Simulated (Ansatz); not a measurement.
## Ligand exchange: C2H5Br + Sn(CH3)(NH2) → C2H7N + Sn(CH3)Br

Species: C2H5Br (bromoethane) `CCBr`, singlet; Sn(CH3)(NH2), singlet; C2H7N (ethanamine) `CCN`, singlet; Sn(CH3)Br, singlet. The partners trade Br for NH2: C–Br and Sn–NH2 bonds give way to C–NH2 and Sn–Br.

Shapes, held fixed at every level: PBE0-D4/def2-TZVP. Flexible molecules stand in one conformer, not always the lowest. Programs: Ansatz 0.2.0. The zero-point and thermal change to 298 K, harmonic and unscaled (PBE0-D4/def2-TZVP), is +5.7 kJ/mol.

Q: Estimate ΔH(298 K) of this reaction.

A: The highest level, CCSD(T)/def2-TZVPP, gives ΔH(298 K) = -68.7 kJ/mol; the levels span -98.1 to -68.7. The column of differences is taken from that level and isn't an error. No measured value is set beside it here. For atoms past krypton def2 sets carry core potentials with scalar relativity. Relativity is left out for Br. Outer-core shells of Br, Sn are correlated, in sets that cover them unevenly. CCSD(T)/def2-TZVPP lies outside the range of all other levels here, so it shouldn't be taken on trust.

| level | kind | ΔH(298 K) (kJ/mol) | less CCSD(T)/def2-TZVPP |
| --- | --- | --- | --- |
| HF/def2-TZVPP | Hartree–Fock | -98.1 | -29.4 |
| SPW92/def2-TZVPP | LDA | -74.1 | -5.4 |
| PBE-D4/def2-TZVPP | GGA | -74.8 | -6.1 |
| B3LYP-D4/def2-TZVPP | global hybrid | -78.4 | -9.7 |
| wB97X-V/def2-TZVPP | range-separated hybrid | -77.9 | -9.2 |
| CCSD/def2-TZVPP | coupled cluster or CI | -73.4 | -4.7 |
| CCSD(T)/def2-TZVPP | coupled cluster or CI | -68.7 | 0.0 |
